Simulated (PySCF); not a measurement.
A structure optimised at B3LYP-D3(BJ)/def2-SVP, used in a PySCF frequency run:

```
O
Si 1 1.6491
Zn 1 1.7654 2 141.21
H 2 1.4913 1 109.46 3 -180.00
H 2 1.4978 4 108.32 1 121.94
H 2 1.4978 4 108.32 5 116.11
Cl 3 2.1015 2 164.58 4 -180.00
```
Charge 0, spin multiplicity 1.

Problem. Write its SMILES, formula and point group.

Solution. [SiH3][O][Zn][Cl], ClH3OSiZn, Cs

Problem. What are its rotational constants (standard atomic weights)?

Solution. 35.929, 0.98698, 0.97143 GHz
